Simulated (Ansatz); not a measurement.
`CNBCN` + `OCC=S` → `CNBC=S` + `NCCO`  (formal exchange of groups at a B–C bond)

Gas-phase electronic energies from Ansatz, PBE0-D4/def2-TZVP geometries. CCSD(T)/CBS adds triple-zeta CCSD(T) − MP2 to the extrapolated MP2 energy (def2 sets, frozen cores). This one scheme is used for every species. DFT in def2-TZVPP. One conformer a species, not always the lowest.

Problem. Is it downhill or uphill in electronic energy at CCSD(T)/CBS, and by how much? (Best estimate.)

Solution. The calculation gave: Downhill: ΔE = -1.4 kcal/mol.

Problem. What do these levels give: PBE-D4, ωB97M-V, r2SCAN, CCSD/def2-TZVPP, MP2/def2-QZVPP, SCS-MP2/def2-QZVPP? (Best estimate.)

Solution. The calculation gave: PBE-D4 2.2, ωB97M-V 0.0, r2SCAN 1.7, CCSD/def2-TZVPP -1.6, MP2/def2-QZVPP -1.0, SCS-MP2/def2-QZVPP -2.0 kcal/mol.

Largest T1 diagnostic among the species: 0.016.

From PBE to PBE0 (25 % exact exchange), in def2-TZVPP and without D4, ΔE moves by −0.9 kcal/mol. In def2-TZVPP, CCSD(T) changes the Hartree–Fock value by +0.7 kcal/mol (the triples alone add +0.3 kcal/mol) and MP2 by +1.1 kcal/mol.
